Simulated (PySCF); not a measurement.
**Electric field gradients and quadrupole coupling constants**

C₃H₁₄OSi₃.
Structure used (PBE0-D3(BJ)/def2-SVP), in Å, numbered top down from 1:
```xyz
21
C3H14OSi3 angstrom
C     -1.7510    0.9655   -1.0161
C     -1.5250   -0.0740    0.0668
C     -2.5976   -1.1442    0.0892
O     -0.2729   -0.7114   -0.1489
Si     1.1133   -0.3263    0.7066
Si     2.8367   -1.6109   -0.2189
Si     1.6585    1.9616    0.5733
H     -2.7149    1.4786   -0.8794
H     -1.7457    0.4837   -2.0059
H     -0.9564    1.7273   -1.0046
H     -1.5167    0.4365    1.0524
H     -2.6102   -1.6809   -0.8719
H     -3.5919   -0.7047    0.2594
H     -2.3954   -1.8741    0.8862
H      0.9394   -0.6595    2.1624
H      2.5454   -3.0731   -0.1111
H      4.1096   -1.3160    0.5114
H      3.0204   -1.2526   -1.6587
H      2.9294    2.1992    1.3285
H      1.8670    2.3702   -0.8511
H      0.5894    2.8305    1.1604
```

Field gradients from the PBE0/pcSseg-1 density (PySCF, non-relativistic), principal values in atomic units, ordered |Vxx| ≤ |Vyy| ≤ |Vzz|:

```csv
atom,Vxx,Vyy,Vzz
O4,-0.4088,-1.2708,1.6796
```

Problem. Find the asymmetry η = (Vxx − Vyy)/Vzz and the couplings χ = eQV/h (234.96 MHz × Q in barn × V in au), with Q(17O) = −0.0256 b.

Solution. 
| atom | environment | nucleus | η | χzz (MHz) | χxx (MHz) | χyy (MHz) |
| --- | --- | --- | --- | --- | --- | --- |
| O4 | silyl ether oxygen | 17O | 0.51 | -10.10 | 2.46 | 7.64 |

Problem. What is Vzz at O4 in SI units (1 au = 9.71736 × 10²¹ V/m²)?

Solution. 1.6796 au = 16.321 × 10²¹ V/m².

Problem. And the gradient at the other heavy atoms, for which no coupling is worked out here?

Solution. 
```json
{"atom": "C1", "environment": "methyl carbon", "Vzz (au)": "0.035", "η": "0.55"}
{"atom": "C2", "environment": "sp3 carbon bound to oxygen", "Vzz (au)": "0.402", "η": "0.03"}
{"atom": "C3", "environment": "methyl carbon", "Vzz (au)": "0.045", "η": "0.43"}
{"atom": "Si5", "environment": "oxygen-bound silicon", "Vzz (au)": "0.415", "η": "0.21"}
{"atom": "Si6", "environment": "SiH3 silicon", "Vzz (au)": "-0.020", "η": "0.53"}
{"atom": "Si7", "environment": "SiH3 silicon", "Vzz (au)": "-0.044", "η": "0.31"}
```

Problem. What couplings would deuterons (Q(2H) = 0.00286 b) have in place of the hydrogens, at this geometry?

Solution. 
```csv
atom,bonded to,bond length (Å),Vzz (au),η,χzz (kHz)
H8,C1,1.101,0.2920,0.03,196
H9,C1,1.101,0.2903,0.03,195
H10,C1,1.101,0.2922,0.04,196
H11,C2,1.110,0.2627,0.09,177
H12,C3,1.101,0.2903,0.03,195
H13,C3,1.100,0.2921,0.03,196
H14,C3,1.099,0.2935,0.03,197
H15,Si5,1.504,0.1342,0.05,90
H16,Si6,1.495,0.1420,0.01,95
H17,Si6,1.497,0.1401,0.01,94
H18,Si6,1.495,0.1415,0.01,95
H19,Si7,1.497,0.1405,0.01,94
H20,Si7,1.496,0.1411,0.02,95
H21,Si7,1.498,0.1412,0.02,95
```

The structure is a single PBE0-D3(BJ)/def2-SVP conformer in the gas phase; no vibrational or solvent corrections. With a basis this small, the couplings can be 20 % off.
